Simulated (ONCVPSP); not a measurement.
# Reading a pseudo-wave (B)

Columns: radius, all-electron u(r) and pseudo u(r) of the 2s shell (level -19.42 eV) of boron in the configuration [He] 2s2; Wu-Cohen, scalar-relativistic, ONCV scheme, ONCVPSP 4.0.1.

```
r (bohr)  all-electron  pseudo
   0.060       -0.2186  0.0208
   0.120       -0.3157  0.0427
   0.180       -0.3338  0.0665
   0.240       -0.3012  0.0932
   0.300       -0.2367  0.1235
   0.360       -0.1541  0.1576
   0.420       -0.0620  0.1957
   0.480        0.0331  0.2376
   0.540        0.1271  0.2828
   0.600        0.2171  0.3308
   0.660        0.3014  0.3807
   0.720        0.3790  0.4313
   0.780        0.4495  0.4816
   0.840        0.5127  0.5305
   0.900        0.5686  0.5770
   0.960        0.6171  0.6202
   1.020        0.6585  0.6592
   1.080        0.6930  0.6931
   1.140        0.7211  0.7211
   1.200        0.7432  0.7432
   1.260        0.7597  0.7597
   1.320        0.7711  0.7711
   1.380        0.7779  0.7779
   1.440        0.7805  0.7805
   1.500        0.7794  0.7794
   1.560        0.7749  0.7749
```

Question: How many radial nodes do the two functions have?

Answer: The all-electron 2s function has n − l − 1 = 1; the pseudo-wave has 0, since the states of the same l below it are removed with the core.

Question: At about which radius was the pseudo-wave matched?

Answer: 1.15 bohr. The columns agree to 0.0005 from 1.08 bohr on; several derivatives are matched, so the curves merge somewhat inside the radius.

Question: Where does each function peak?

Answer: Outermost all-electron maximum near 1.44 bohr, pseudo maximum near 1.44 bohr (to the table’s step).

Question: Is the pseudo-wave norm-conserving?

Answer: Yes: the ONCV scheme keeps the norm inside the radius equal to the all-electron one, which fixes the energy derivative of the logarithmic derivative at the level.
